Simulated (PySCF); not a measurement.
ClO, doublet, at a GFN2-xTB geometry. Base run: PySCF with PBE/6-31G.

Here is a job for PySCF.
```python
from pyscf import gto, scf, dft, solvent

mol = gto.M(
    atom='''
Cl   -0.00000000   -0.00000000   -0.49281646
O     0.00000000    0.00000000    1.04723499
''',
    basis='6-31g',
    spin=1,
    verbose=4,
)

mf = dft.UKS(mol)
mf.xc = 'pbe'
mf.kernel()
mf.analyze()
```

The base run was repeated with changes; each row names its change, and settings that it needs were set with it.

| change | ΔE vs base (kJ/mol) | dipole (D) |
|---|---|---|
| base | 0.00 | 1.57 |
| model = IEF-PCM; solvent = toluene; lebedev_order = 11 | -3.86 | 1.74 |
| model = IEF-PCM; solvent = tetrahydrofuran | -6.79 | 1.87 |
| model = IEF-PCM; solvent = toluene; r_probe = 0.5 | -1.73 | 1.66 |
| model = IEF-PCM; solvent = toluene; lebedev_order = 41 | -3.89 | 1.74 |
| model = IEF-PCM; solvent = 2-propanol | -7.82 | 1.91 |
| model = C-PCM; solvent = toluene | -4.62 | 1.76 |
| model = IEF-PCM; solvent = toluene | -3.89 | 1.74 |
| model = ddCOSMO; solvent = toluene | -3.92 | 1.74 |
| model = COSMO; solvent = toluene | -3.76 | 1.73 |
| model = IEF-PCM; solvent = toluene; vdw_scale = 1.4 | -2.21 | 1.68 |
| model = IEF-PCM; solvent = water | -8.34 | 1.93 |

The base is the gas phase, so ΔE is the electrostatic part of solvation at a fixed geometry, without cavity and dispersion terms.

Open shells are given as the SCF converged; they aren't shown to be the lowest states, and a large step between rows can be another state.
